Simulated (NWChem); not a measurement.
Program: NWChem. System: HClSi, charge 0, spin multiplicity 1, at a geometry optimised with PBE0/def2-SVP. The structure started from a generated list of species. Level: RHF/def2-TZVP.

NWChem printed:

```
             Northwest Computational Chemistry Package (NWChem) 7.3.0
             --------------------------------------------------------

                                NWChem Input Module
                                -------------------

 Scaling coordinates for geometry "geometry" by  1.889725989
 (inverse scale =  0.529177249)

 Turning off AUTOSYM since
 SYMMETRY directive was detected!

                             Geometry "geometry" -> ""
                             -------------------------

 Output coordinates in angstroms (scale by  1.889725989 to convert to a.u.)

  No.       Tag          Charge          X              Y              Z
 ---- ---------------- ---------- -------------- -------------- --------------
    1 Si                  14.0000    -0.75069200    -0.81367800     0.00000000
    2 H                    1.0000     0.32763900    -1.91061200     0.00000000
    3 Cl                  17.0000     0.59894400     0.78247700     0.00000000

 Effective nuclear repulsion energy (a.u.)      68.3925090757

            Nuclear Dipole moment (a.u.)
            ----------------------------
        X                 Y               Z
 ---------------- ---------------- ----------------
    -0.0000018897     0.0000094486     0.0000000000

      Symmetry information
      --------------------

 Group name             Cs
 Group number              2
 Group order               2
 No. of unique centers     3

      Symmetry unique atoms

     1    2    3


 Summary of "ao basis" -> "" (spherical)
 ------------------------------------------------------------------------------
       Tag                 Description            Shells   Functions and Types
 ---------------- ------------------------------  ------  ---------------------
 *                         def2-tzvp                  on all atoms

 Summary of "ao basis" -> "ao basis" (spherical)
 ------------------------------------------------------------------------------
       Tag                 Description            Shells   Functions and Types
 ---------------- ------------------------------  ------  ---------------------
 Si                        def2-tzvp                13       37   5s5p2d1f
 H                         def2-tzvp                 4        6   3s1p
 Cl                        def2-tzvp                13       37   5s5p2d1f

                                 NWChem SCF Module
                                 -----------------

  ao basis        = "ao basis"
  functions       =    80
  atoms           =     3
  closed shells   =    16
  open shells     =     0
  charge          =   0.00
  wavefunction    = RHF
  use symmetry    = T
  symmetry adapt  = T

 Summary of "ao basis" -> "ao basis" (spherical)
 ------------------------------------------------------------------------------
       Tag                 Description            Shells   Functions and Types
 ---------------- ------------------------------  ------  ---------------------
 Si                        def2-tzvp                13       37   5s5p2d1f
 H                         def2-tzvp                 4        6   3s1p
 Cl                        def2-tzvp                13       37   5s5p2d1f

      Symmetry analysis of basis
      --------------------------

        a'         55
        a"         25

 Forming initial guess at       0.1s

      Superposition of Atomic Density Guess
      -------------------------------------

 Sum of atomic energies:        -748.81290830

      Non-variational initial energy
      ------------------------------

 Total energy =    -748.969654
 1-e energy   =   -1172.240199
 2-e energy   =     354.878036
 HOMO         =      -0.231492
 LUMO         =      -0.069164

      Symmetry analysis of molecular orbitals - initial
      -------------------------------------------------

  Numbering of irreducible representations:

     1 a'          2 a"

  Orbital symmetries:

     1 a'          2 a'          3 a'          4 a'          5 a'
     6 a"          7 a'          8 a'          9 a'         10 a"
    11 a'         12 a'         13 a'         14 a"         15 a'
    16 a'         17 a"         18 a'         19 a'         20 a'
    21 a'         22 a"         23 a'         24 a"         25 a'
    26 a'

 Starting SCF solution at       0.7s

 ----------------------------------------------
         Quadratically convergent ROHF

 Convergence threshold     :          1.000E-07
 Maximum no. of iterations :          100
 Final Fock-matrix accuracy:          1.000E-09
 ----------------------------------------------

              iter       energy          gnorm     gmax       time
             ----- ------------------- --------- --------- --------
                 1     -749.0037602367  4.76D-01  1.18D-01      0.7
                 2     -749.0258672577  1.55D-01  3.64D-02      0.8
                 3     -749.0285615866  1.02D-02  2.95D-03      0.8
                 4     -749.0285829637  9.13D-05  2.31D-05      1.0
                 5     -749.0285829654  3.39D-09  7.84D-10      1.2

       Final RHF  results
       ------------------

         Total SCF energy =   -749.028582965431
      One-electron energy =  -1173.006162767180
      Two-electron energy =    355.585070726006
 Nuclear repulsion energy =     68.392509075743

        Time for solution =      0.5s

       Symmetry analysis of molecular orbitals - final
       -----------------------------------------------

  Numbering of irreducible representations:

     1 a'          2 a"

  Orbital symmetries:

     1 a'          2 a'          3 a'          4 a'          5 a"
     6 a'          7 a'          8 a"          9 a'         10 a'
    11 a'         12 a'         13 a'         14 a"         15 a'
    16 a'         17 a"         18 a'         19 a'         20 a'
    21 a"         22 a'         23 a'         24 a"         25 a'
    26 a'

             Final eigenvalues
             -----------------

              1
    1 -104.8288
    2  -68.8394
    3  -10.5582
    4   -8.0246
    5   -8.0239
    6   -8.0236
    7   -6.1830
    8   -4.2848
    9   -4.2845
   10   -4.2832
   11   -1.0948
   12   -0.6709
   13   -0.5189
   14   -0.4781
   15   -0.4720
   16   -0.3493
   17    0.0070
   18    0.1069
   19    0.1614
   20    0.2567
   21    0.2894
   22    0.2915
   23    0.3151
   24    0.3265
   25    0.3579
   26    0.3616

                       ROHF Final Molecular Orbital Analysis
                       -------------------------------------

 Vector   14  Occ=2.000000D+00  E=-4.780623D-01  Symmetry=a"
              MO Center=  5.1D-01,  6.7D-01, -2.4D-15, r^2= 1.3D+00
   Bfn.  Coefficient  Atom+Function         Bfn.  Coefficient  Atom+Function
  ----- ------------  ---------------      ----- ------------  ---------------
    60      0.522742  3 Cl pz                63      0.336268  3 Cl pz
    57      0.237509  3 Cl pz                51     -0.190097  3 Cl pz

 Vector   15  Occ=2.000000D+00  E=-4.720104D-01  Symmetry=a'
              MO Center=  2.9D-01,  3.8D-01, -9.1D-16, r^2= 2.3D+00
   Bfn.  Coefficient  Atom+Function         Bfn.  Coefficient  Atom+Function
  ----- ------------  ---------------      ----- ------------  ---------------
    59      0.462041  3 Cl py                62      0.293486  3 Cl py
    56      0.210920  3 Cl py                58     -0.179582  3 Cl px
     4      0.175531  1 Si s                  5      0.167716  1 Si s
    50     -0.168331  3 Cl py

 Vector   16  Occ=2.000000D+00  E=-3.492686D-01  Symmetry=a'
              MO Center= -7.9D-01, -7.2D-01, -5.5D-18, r^2= 2.8D+00
   Bfn.  Coefficient  Atom+Function         Bfn.  Coefficient  Atom+Function
  ----- ------------  ---------------      ----- ------------  ---------------
     5      0.430939  1 Si s                  4      0.358155  1 Si s
    15     -0.336824  1 Si px                58      0.234590  3 Cl px
    61      0.210067  3 Cl px                 3     -0.207104  1 Si s
    18     -0.189674  1 Si px                39     -0.177434  2 H  s
    40     -0.166420  2 H  s

 Vector   17  Occ=0.000000D+00  E= 7.039557D-03  Symmetry=a"
              MO Center= -7.2D-01, -8.2D-01,  4.6D-15, r^2= 3.6D+00
   Bfn.  Coefficient  Atom+Function         Bfn.  Coefficient  Atom+Function
  ----- ------------  ---------------      ----- ------------  ---------------
    20      0.707481  1 Si pz                17      0.338729  1 Si pz
    63     -0.258969  3 Cl pz

 Vector   18  Occ=0.000000D+00  E= 1.069412D-01  Symmetry=a'
              MO Center= -8.9D-01, -8.2D-01,  1.4D-14, r^2= 5.2D+00
   Bfn.  Coefficient  Atom+Function         Bfn.  Coefficient  Atom+Function
  ----- ------------  ---------------      ----- ------------  ---------------
    19      1.234856  1 Si py                48     -0.741263  3 Cl s
    40      0.572011  2 H  s                 61      0.355054  3 Cl px
    62      0.251098  3 Cl py                18      0.244807  1 Si px
    16      0.176963  1 Si py

 Vector   19  Occ=0.000000D+00  E= 1.613696D-01  Symmetry=a'
              MO Center= -8.6D-01, -7.9D-01, -3.8D-15, r^2= 5.7D+00
   Bfn.  Coefficient  Atom+Function         Bfn.  Coefficient  Atom+Function
  ----- ------------  ---------------      ----- ------------  ---------------
    40      2.050469  2 H  s                 18     -1.483892  1 Si px
     5     -1.475582  1 Si s                 19      0.702216  1 Si py
    48      0.436958  3 Cl s                 62     -0.390615  3 Cl py
     4     -0.272449  1 Si s                  3      0.177087  1 Si s

 center of mass
 --------------
 x =   0.00805277 y =   0.07896942 z =   0.00000000

 moments of inertia (a.u.)
 ------------------
         155.342890015661        -117.256368244161           0.000000000000
        -117.256368244161         101.481130811471           0.000000000000
           0.000000000000           0.000000000000         256.824020827132

  Mulliken analysis of the total density
  --------------------------------------

    Atom       Charge   Shell Charges
 -----------   ------   -------------------------------------------------------
    1 Si  14    13.64   2.00  0.59  1.38  1.09  0.69  4.10  1.74  0.41  1.01  0.36  0.08  0.15  0.03
    2 H    1     1.05   0.23  0.56  0.24  0.01
    3 Cl  17    17.31   2.01  0.45  1.52  1.08  0.87  4.18  1.69  1.07  2.88  1.53  0.01  0.03  0.00

       Multipole analysis of the density wrt the origin
       ------------------------------------------------

     L   x y z        total         open         nuclear
     -   - - -        -----         ----         -------
     0   0 0 0     -0.000000      0.000000     32.000000

     1   1 0 0     -0.231179      0.000000     -0.000002
     1   0 1 0     -0.460011      0.000000      0.000009
     1   0 0 1      0.000000      0.000000      0.000000

     2   2 0 0    -21.892025      0.000000     50.335446
     2   1 1 0      0.445377      0.000000     56.753958
     2   1 0 1     -0.000000      0.000000      0.000000
     2   0 2 0    -20.025410      0.000000     83.305927
     2   0 1 1      0.000000      0.000000      0.000000
     2   0 0 2    -17.995505      0.000000      0.000000

 Task  times  cpu:        1.2s     wall:        1.2s

 Total times  cpu:        1.2s     wall:        1.2s
```

Q: Write an NWChem input that would produce this output.

A: Several could match; the one computed here: 
```
start mol
memory heap 200 mb stack 900 mb global 1100 mb
geometry units angstroms nocenter noautoz
  Si    -0.750692    -0.813678     0.000000
  H      0.327639    -1.910612     0.000000
  Cl     0.598944     0.782477     0.000000
  symmetry group Cs
end
basis spherical
  * library def2-tzvp
end
scf
  rhf
  nopen 0
  maxiter 100
  thresh 1e-7
  semidirect memsize 60000000 filesize 0
end
task scf energy
```
